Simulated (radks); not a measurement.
Kr XXXVI, configuration 2s1 (not the ground configuration). All-electron calculation, scalar-relativistic Kohn-Sham, PBE, spin-polarised, spherical densities, point nucleus; open shells are filled with parallel spins first. Program: a radial shooting solver on a logarithmic mesh with Libxc functionals.

Normalised radial functions P(r) = r R(r), r in bohr:

r	1s up	2s up	2p up
0.001535	0.7040	0.2536	0.0049
0.002031	0.9060	0.3261	0.0082
0.002709	1.1672	0.4196	0.0138
0.003613	1.4916	0.5352	0.0234
0.004781	1.8735	0.6704	0.0389
0.006377	2.3351	0.8316	0.0656
0.008437	2.8399	1.0035	0.1084
0.01125	3.3868	1.1799	0.1800
0.01489	3.8909	1.3220	0.2906
0.01986	4.2925	1.3889	0.4660
0.02649	4.4599	1.3046	0.7264
0.03505	4.2880	0.9987	1.0778
0.04674	3.7084	0.3894	1.5365
0.06185	2.8144	-0.4811	2.0306
0.08249	1.7635	-1.5140	2.4715
0.1091	0.8844	-2.3472	2.6619
0.1456	0.3143	-2.6434	2.4399
0.1942	0.0720	-2.2012	1.7939
0.2569	0.0098	-1.3318	1.0062
0.3426	0.0006	-0.5264	0.3793
0.4533	0.0000	-0.1276	0.0898

1s up (empty): eigenvalue -17931.7 eV, 0 radial nodes, <r> = 0.0405 bohr, 90 % of the charge inside 0.0723 bohr. 2s up: eigenvalue -4460.7 eV, 1 radial node at r = 0.0535 bohr, <r> = 0.163 bohr, 90 % of the charge inside 0.248 bohr. 2p up (empty): eigenvalue -4390.3 eV, 0 radial nodes, <r> = 0.137 bohr, 90 % of the charge inside 0.220 bohr.
